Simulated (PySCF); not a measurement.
**Dipole response of Be²⁺ (beryllium, charge +2)**

1s2, closed-shell 1S. Calculation: PySCF 2.14, in aug-cc-pVQZ (6s5p4d3f2g, 80 functions); no relativity, point nucleus. Coupled (time-dependent) response in atomic units; α is the mean over directions.

```csv
method,mean α (bohr³),C₆ (like pair),S(−4)
UHF,0.05062,0.01007,0.001933
PBE,0.05397,0.01095,0.002275
PBE0,0.05300,0.01070,0.002172
BLYP,0.05375,0.01086,0.002269
CAM-B3LYP,0.05321,0.01073,0.002208
```

S(−4) is the Cauchy moment in α(ω) = α(0) + S(−4) ω² + …

α(iu) at CAM-B3LYP:

```csv
u (hartree),α(iu) (bohr³)
0,0.05321
0.0500,0.05321
0.100,0.05319
0.200,0.05313
0.300,0.05302
0.500,0.05267
0.750,0.05200
1.00,0.05110
1.50,0.04871
2.00,0.04574
3.00,0.03905
5.00,0.02686
```

A single London oscillator, α(iu) = α/(1 + u²/ω²), gives C₆ = (3/4) ω α². Matching the computed C₆ needs ω = 4 × 0.01073 / (3 × 0.05321²) = 5.05 hartree.

For an ion, C₆ is the dispersion term alone; charge-induced terms of lower order in 1/R come first.
